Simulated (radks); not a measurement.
Polarisabilities and homonuclear dispersion coefficients (atomic units). Level of theory: non-relativistic Kohn-Sham, PBE, spin-polarised, spherical densities, point nucleus; open shells are filled with parallel spins first (spin-orbit coupling, left out, can overturn this in heavy ions) (a radial shooting solver on a logarithmic mesh with Libxc functionals). Response by self-consistent Sternheimer equations with the Hartree and adiabatic LDA kernel. For heavy and open-shell atoms this level of theory can miss by tens of per cent. "Uncoupled" leaves out the induced potential. Quadrupole and octupole values are given only where no p, d or f shell is open. The Sternheimer factor gamma scales a distant field gradient at the nucleus by 1 - gamma.

\begin{tabular}{lrrrrrrrrr}
species & configuration & alpha1 (bohr^3) & alpha1, uncoupled & alpha2 (bohr^5) & alpha3 (bohr^7) & C6 & C8 & Sternheimer gamma & recommended alpha1 \\ \hline
Be & [He] 2s2 & 42.66 & 77.79 & 358.7 & 5751 & 254.3 & 12950 & 0.853 & 37.74 +/- 0.03 \\
Rb3+ & [Ar] 3d10 4s2 4p4 & 5.073 & 8.160 & - & - & 20.78 & - & - & - \\
Ni+ & [Ar] 3d9 & 9.292 & 12.42 & - & - & 32.27 & - & - & - \\
Pd & [Kr] 4d10 & 29.69 & 46.55 & 497.0 & 5806 & 210.8 & 9537 & -22.5 & 26.14 +/- 0.1 \\
Ag & [Kr] 4d10 5s1 & 58.84 & 88.14 & 610.8 & 13460 & 468.1 & 26770 & -28.1 & 55 +/- 8 \\
Xe+ & [Kr] 4d10 5s2 5p5 & 18.68 & 31.67 & - & - & 163.3 & - & - & - \\
Pd+ & [Kr] 4d9 & 11.71 & 17.84 & - & - & 70.69 & - & - & - \\
P+ & [Ne] 3s2 3p2 & 14.34 & 23.23 & - & - & 73.55 & - & - & - \\
\end{tabular}

Recommended values: Schwerdtfeger and Nagle, table of static dipole polarisabilities (2023 update), measured or computed.

Beside tabulated values, note that relativity, absent from the non-relativistic runs, is large for the heavy elements.
